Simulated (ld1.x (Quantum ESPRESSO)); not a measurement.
# Varying the PAW potential for Lu

Base potential:

* Element: Lu (Z = 71)
* Generator: ld1.x (Quantum ESPRESSO) 7.5
* Type: PAW
* Functional: PW91
* Relativity: scalar-relativistic
* Frozen core: [Kr] 4d10
* Valence charge: 25
* Reference configuration: 4f14 5s2 5p6 5d2 6s1 6p0
* Partial waves: 5s (bound): rcut 1.60, rcutus 1.90 bohr; 6s (bound): rcut 1.60, rcutus 1.90 bohr; 5p (bound): rcut 1.85, rcutus 2.15 bohr; 6p (bound, empty): rcut 1.85, rcutus 2.15 bohr; 5d (bound): rcut 2.55, rcutus 2.85 bohr; 5d channel at 0.25 Ry: rcut 2.55, rcutus 2.85 bohr; 4f (bound): rcut 1.15, rcutus 1.25 bohr; 4f channel at 1.05 Ry: rcut 1.15, rcutus 1.25 bohr
* Local potential: all-electron potential smoothed inside 1.05 bohr (lloc = -1)
* Core correction: Bessel-smoothed model core inside 1.10 bohr
* Augmentation charge: BESSEL, radius 1.25 bohr

Cutoffs, loose and tight: the cutoffs (Ry, on a coarse ladder) from which the occupation-weighted sum of valence levels, in a spherical-Bessel basis at the reference potential, stays within 10 and 1 mRy of its value at 400 Ry. They do not see the model core or the augmentation charge, which bear on the density cutoff. Test errors are all-electron minus pseudo excitation energies from the reference, over the configurations 4f14 5s2 5p6 5d1 6s2 6p0; 4f14 5s2 5p6 5d1 6s1 6p0; 4f14 5s2 5p6 5d1 6s0 6p0; 4f13 5s2 5p6 5d1 6s2 6p0; 4f14 5s2 5p6 5d1 6s1 6p1; 4f14 5s2 5p5 5d1 6s2 6p0; 4f14 5s2 5p6 5d1 6s1.5 6p0. A dash means not determined; rows that change the core or the reference have their own tests. The largest error is taken over the tests solved by every variant that gives reliable tests at all: 4f14 5s2 5p6 5d1 6s0 6p0; 4f14 5s2 5p6 5d1 6s1 6p0; 4f14 5s2 5p6 5d1 6s2 6p0.

A true bound ghost makes a file unfit for plane-wave use even where its test errors are small: the radial tests pick states by their node count and pass the ghost by.

Cutoffs are not given where the Bessel-basis levels miss the radial ones by over 6 mRy, ghosts where they miss by over 20 mRy; a channel whose overlap is not positive is not tested.

A file whose overlap is not positive is unfit for use, and its test errors describe a broken file.

| change | outcome | cutoff, loose | cutoff, tight | bound ghosts | largest test error (meV) |
| --- | --- | --- | --- | --- | --- |
| base | generated, overlap not positive | – | – | s (p not tested, overlap not positive) | -6.0 |
| wave 5d channel at 0.25 Ry: rcut 2.55, rcutus 2.85 bohr becomes 5d channel at 7.22 Ry: rcut 2.55, rcutus 2.85 bohr | generated, overlap not positive | – | – | s (p not tested, overlap not positive) | -5.0 |
| core correction Bessel-smoothed model core inside 1.54 bohr | generated, overlap not positive | – | – | s (p not tested, overlap not positive) | -6.2 |
| waves 5s (bound): rcut 1.60, rcutus 1.72 bohr; 6s (bound): rcut 1.60, rcutus 1.72 bohr | generated, overlap not positive | – | – | not determined (overlap not positive) | +13 |
| functional LDA (PZ) | generated, overlap not positive | – | – | s (p not tested, overlap not positive) | -6.3 |
| waves 5d (bound): rcut 1.84, rcutus 1.96 bohr; 5d channel at 0.25 Ry: rcut 1.84, rcutus 1.96 bohr | generated, overlap not positive | – | – | s (p not tested, overlap not positive) | -3.9 |

(1) What comes out with this change to the base: local potential all-electron potential smoothed inside 2.46 bohr (lloc = -1)?

(2) What comes out with this change to the base: reference 4f14 5s2 5p6 5d1 6s2 6p0?

Results:

(1) outcome: generated; cutoff, loose: 140 Ry; cutoff, tight: 200 Ry; bound ghosts: none; largest test error (meV): -4.7.

(2) outcome: generated, overlap not positive; bound ghosts: s (p not tested, overlap not positive); largest test error (meV): -30 over the solved tests; test run stopped at test 6 of 7 (negative rho). A file whose overlap is not positive is unfit for use, and its test errors describe a broken file.
